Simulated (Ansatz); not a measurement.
Relaxation of H5NOSi2 (9 atoms, charge 0, multiplicity 1), to a largest force component of 0.02 eV/Å in at most 50 steps.

The calculation used Ansatz, RKS PBE-D4/6-31G.

```xyz
9
Properties=species:S:1:pos:R:3:forces:R:3
N -0.846 2.157 -0.834 -1.34 1.22 1.60
Si -0.943 1.144 0.483 -0.73 2.54 -2.36
O 0.005 -0.099 0.004 1.10 -1.63 0.46
Si 0.666 -1.534 0.615 -0.58 -1.56 0.87
H 0.075 2.450 -1.054 1.56 0.40 -1.76
H -2.067 1.638 1.235 -1.20 -0.64 1.39
H -0.536 -2.427 0.914 0.23 -0.12 0.01
H 1.519 -2.175 -0.383 0.57 -0.25 -0.55
H 1.346 -1.280 1.917 0.39 0.04 0.32
```

Question: Where does it end, and by what steps?

Answer: The forces met the threshold. Limits of this set-up: no polarisation functions. After 17 steps the energy has fallen by 1.930 eV; O3 moved furthest, 1.01 Å.

| step | energy less start (eV) | largest force component (eV/Å) | accepted |
| --- | --- | --- | --- |
| 0 | 0.0000 | 2.541 | yes |
| 1 | -1.0083 | 2.007 | yes |
| 2 | -1.5005 | 1.387 | yes |
| 3 | -1.7718 | 0.403 | yes |
| 4 | -1.8709 | 0.281 | yes |
| 5 | -1.8640 | 0.685 | no |
| 6 | -1.8852 | 0.105 | yes |
| 7 | -1.8924 | 0.037 | yes |
| 8 | -1.8986 | 0.150 | yes |
| 9 | -1.8981 | 0.325 | no |
| 10 | -1.9062 | 0.140 | yes |
| 11 | -1.9104 | 0.117 | yes |
| 12 | -1.9126 | 0.249 | yes |
| 13 | -1.9268 | 0.062 | yes |
| 14 | -1.9291 | 0.041 | yes |
| 15 | -1.9295 | 0.037 | yes |
| 16 | -1.9295 | 0.017 | no |
| 17 | -1.9296 | 0.015 | yes |

```xyz
9
Properties=species:S:1:pos:R:3
N -0.537 2.369 -0.828
Si -1.032 1.288 0.318
O -0.515 -0.242 0.852
Si 0.584 -1.578 0.742
H 0.256 2.275 -1.474
H -2.220 1.659 1.140
H -0.218 -2.850 0.885
H 1.301 -1.573 -0.595
H 1.600 -1.474 1.858
```

Whether the end is a true minimum wasn't checked by a vibrational analysis.

Time of the run: 77 s on 1 thread of Arm Neoverse N1 (shared host), peak memory 0.13 GiB.
